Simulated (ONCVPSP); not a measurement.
**Ranking ONCV potentials for Rb**

All share these settings but for the change named:

```
Element                 : rubidium
Generator               : ONCVPSP 4.0.1
Type                    : optimised norm-conserving Vanderbilt (ONCV)
Functional              : PBE
Relativity              : scalar-relativistic
Frozen core             : [Ar] 3d10
Valence charge          : 9
Reference configuration : 4s2 4p6 5s0.75 (charge +0.25)
Partial waves           : 4s+5s: rc 2.20 bohr, ncon 4, nbas 8, qcut 5.4 1/bohr, 2 projectors; 4p: rc 1.50 bohr, ncon 4, nbas 7, qcut 4.6 1/bohr, 2 projectors, debl 3.7 Ha; d scattering state at 0.4 Ha: rc 1.50 bohr, ncon 3, nbas 7, qcut 5.4 1/bohr, local
Local potential         : the d channel
Core correction         : Teter function, fcfact 4.5, rcfact 1.45
```

Test errors are all-electron minus pseudo excitation energies from the reference, over 4s2 4p6 5s1; 4s2 4p6 5s0; 4s2 4p6 5s0.5; 4s2 4p6 4d0.5 5s0.5. None of these files shows a bound ghost.

The base gives 0.4 meV.

Of 8 variants that were run, those that failed, showed a ghost or another fault, or gave nearly equal values are left out.

A variant can come out equal or close to the base, since the largest error may sit in a test that the change hardly touches while other tests move.

(1) Rank these variants by their largest absolute test error, smallest first.
A. s: qcut 7.9; p: qcut 6.7; d: qcut 7.9
B. s: qcut 5.2; p: qcut 4.4; d: qcut 5.2
C. s: qcut 3.7; p: qcut 3.1; d: qcut 3.7
D. s: qcut 4.6; p: qcut 3.9; d: qcut 4.6
E. s: qcut 5.9; p: qcut 5.1; d: qcut 5.9

Results:

(1) A (0.3 meV), E (0.4 meV), B (0.4 meV), D (0.5 meV), C (0.6 meV).
